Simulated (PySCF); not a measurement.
C₂H₃F₃Si, SMILES C([Si](F)(F)F)=C.

The structure is a stationary point at TPSSh-D3(BJ)/def2-SVP. Other conformers were not sampled.

Method: M06-2X/def2-TZVP in PySCF.

Symmetry labels are those of the subgroup Cs that the program uses (full group Cs).

**Question.** List the valence orbital energies around the gap with their symmetry. (Estimate from the structure and the level; the computed values follow.)

**Answer.** 
```
orbital  symmetry  energy (eV)
-------  --------  -----------
HOMO−7         A"       -15.22
HOMO−6         A'       -15.01
HOMO−5         A"       -14.56
HOMO−4         A'       -14.44
HOMO−3         A"       -14.16
HOMO−2         A'       -13.62
HOMO−1         A'       -11.44
HOMO           A"       -10.19
LUMO           A"        -0.43
LUMO+1         A'         1.80
LUMO+2         A'         2.12
LUMO+3         A'         2.41
```
